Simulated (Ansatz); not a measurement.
Ansatz (a quantum-chemistry and plane-wave program) input (PBE-QIDH/def2-TZVPD):

Ansatz 0.2 input:
```yaml
crystal:
  periodic: [false, false, false]
  atoms:
    - {symbol: Mo, position_ang: [0.00000000, -0.00000000, -0.00000000]}
    - {symbol: Br, position_ang: [1.98129454, -0.35443084, -1.25132459]}
    - {symbol: Br, position_ang: [1.07684956, -0.92076683, 1.96584030]}
    - {symbol: Br, position_ang: [-1.07684956, 0.92076683, -1.96584030]}
    - {symbol: Br, position_ang: [-1.65143312, -1.69635302, 0.11007987]}
    - {symbol: Br, position_ang: [-0.32986142, 2.05078386, 1.14124472]}
basis:
  gaussian:
    orbitals: def2-TZVPD
hamiltonian:
  xc: {name: PBE-QIDH}
total_charge: 1
magnetization: {spin_polarized: false}
correlation: {electrons: outside_noble_gas}
```

End of the output:

```
integrals: 1.09 GiB planned
2147 factors; integrals over basis functions are off by at most 9.2e-4 eV
0.42 GiB of the device are held for the grids
2.48 GiB of device memory are held for the factors and their scratch space
mean field: 3.98 GiB planned
mean field evaluation 1: about -351974.0938 eV, gradient 4.3e1 eV
mean field evaluation 2: about -351974.5922 eV, gradient 4.4e1 eV
mean field evaluation 4: about -351978.7846 eV, gradient 9.8e0 eV
mean field evaluation 8: about -351978.9926 eV, gradient 7.9e-1 eV
mean field evaluation 16: about -351978.9995 eV, gradient 1.2e-3 eV
mean field evaluation 32: about -351973.1464 eV, gradient 1.8e1 eV
mean field evaluation 64: about -351978.9721 eV, gradient 1.5e0 eV
mean field -351978.99948358 eV, -12934.9896510866 hartree, gradient 9.4e-6 eV, S^2 0.000000; 2 other end points of the search recorded, 0 dependent functions left out
74 core orbitals not correlated
reference -351978.99951005 eV, -12934.9896520596 hartree; 20, 20 occupied and 231, 231 virtual orbitals, 2147 factors
second order -37.35076321 eV of doubles, -0.00000000 eV of singles
Total energy: -351991.44976446 eV, -12935.4471904699 hartree
```

The spin state was set by rule; other spins were not relaxed.
